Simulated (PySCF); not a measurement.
TiFH₃, SMILES [F][TiH3], multiplicity 1. Geometry: PBE-D3(BJ)/def2-TZVP. The spin state was assumed, not searched. The structure was generated by enumeration; whether it is a known compound was not checked.

Question: Give the equilibrium geometry at PBE-D3(BJ)/def2-TZVP (PySCF confirms it by a frequency run) as a Z-matrix, and its point group. (An estimate is asked for; the answer gives what the named calculation found.)

Answer: point group C3v.
```
Ti
F 1 1.7418
H 1 1.7076 2 107.83
H 1 1.7076 3 111.07 2 117.93
H 1 1.7076 3 111.07 2 -117.93
```
